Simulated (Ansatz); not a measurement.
`[GeH3][GeH2][GeH2][GeH2][GeH3]`, 17 atoms. The species carries charge 0 and has multiplicity 1. Correlated methods include outer-core shells of Ge, which these sets cover unevenly. Scalar relativity is left out up to krypton. All runs use 6 threads of an AMD EPYC 7R13 on a shared host and a share of an NVIDIA H100 80 GB. Correlated methods freeze the cores.

Question: How many basis functions does each run have, and how long does it take in Ansatz? RKS PBE0-D4/def2-TZVP relaxation (7 steps); RKS BLYP-D4/def2-TZVPP energy; RKS PBE0-D4/def2-QZVPP energy; RKS B3LYP-D4/def2-TZVPP energy and forces; RKS ωB97M-V/def2-SVP energy; RKS revPBE-D4/def2-TZVPP energy; RKS PBE0-D4/def2-SVP energy; RHF-MP2/def2-QZVPP energy; RHF-CCSD(T)/def2-TZVPP energy; direct RPA on PBE orbitals/def2-TZVPP energy; RKS SPW92/def2-TZVPP energy; RKS ωB97M-V/def2-QZVPP energy. (Estimate.)

Answer: Ansatz gave: Other jobs shared the machine, so times are rough.

```tsv
level	job	functions	wall time	peak host memory (GiB)
RKS SPW92/def2-TZVPP	energy	408	1.6 s	0.91
RKS PBE0-D4/def2-SVP	energy	220	1.6 s	0.88
RKS revPBE-D4/def2-TZVPP	energy	408	1.6 s	0.92
RKS BLYP-D4/def2-TZVPP	energy	408	2 s	0.91
RKS ωB97M-V/def2-SVP	energy	220	2.4 s	0.98
RKS B3LYP-D4/def2-TZVPP	energy and forces	408	2.5 s	1.3
RKS PBE0-D4/def2-QZVPP	energy	805	3.6 s	1.4
RKS ωB97M-V/def2-QZVPP	energy	805	7 s	1.6
direct RPA on PBE orbitals/def2-TZVPP	energy	408	8 s	1.9
RHF-MP2/def2-QZVPP	energy	805	8 s	1.5
RKS PBE0-D4/def2-TZVP	relaxation (7 steps)	312	28 s	1.3
RHF-CCSD(T)/def2-TZVPP	energy	408	38 s	0.92
```

B3LYP here is the variant with VWN-RPA as its local correlation; programs differ in this.
